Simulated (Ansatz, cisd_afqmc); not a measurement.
System: HBOF, charge 1, singlet. HBOF+ (SMILES [OH+]=BF).
B3LYP-D3(BJ)/def2-TZVP minimum from Ansatz (a first-principles code):
```xyz
4

F     -1.2127     0.2744    -0.2794
B     -0.0313    -0.0029    -0.0216
O      1.1394    -0.2201     0.3170
H      1.9559    -0.6944     0.0867
```
Charge +1, spin multiplicity 1.

Total energies in cc-pVTZ, 16 correlated electrons, 3 frozen orbitals. Open shells are spin-unrestricted; no spin-orbit coupling. Cores are frozen in correlated methods. No relativity. AFQMC/CISD: phaseless, guided by CISD from CCSD amplitudes; bars are statistical, one sigma. Outlying blocks are dropped, and bars are widened where a walk drifts. Over all cases where full CI ran beside it in this data, AFQMC minus full CI had a median of +0.1 mEh and passed +0.4 mEh in a tenth of the cases.

```tsv
method	program	energy (Eh)	minus CCSDT(Q) (mEh)
HF	Ansatz	-199.43400	578.47
MP2	Ansatz	-199.99032	22.15
CCSD	Ansatz	-199.99243	20.04
CCSD(T)	Ansatz	-200.01148	0.98
CCSDT(Q)	Ansatz	-200.01247	0.00
AFQMC/CISD	cisd_afqmc	-200.0128 ± 0.0004	-0.3 ± 0.4
```

Rough core times of Ansatz's runs on a shared machine: CCSD(T) under 20 s, CCSDT(Q) 7 min.
